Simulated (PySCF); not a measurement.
Harmonic spectrum computed at PBE0 in the def2-TZVP basis family (core potentials from Rb on, PySCF, no spin–orbit coupling):

| symmetry | ω (cm⁻¹) | IR (km/mol) |
| --- | --- | --- |
| a' | 50 | 4.8 |
| a'' | 109 | 8.2 |
| a' | 221 | 5.1 |
| a' | 291 | 9.7 |
| a' | 392 | 9.9 |
| a' | 495 | 47.8 |

**Question.** Which molecule gave it? In each, all ligands are bound to the one heavy central atom.
A. CoOCl₂ (quartet)
B. CuOCl₂ (quartet)
C. SnOCl₂ (singlet)
D. SiOCl₂ (singlet)

**Answer.** B. It has Cs symmetry with Cu–Cl 2.074 Å, Cu–Cl 2.213 Å, Cu–O 1.872 Å.
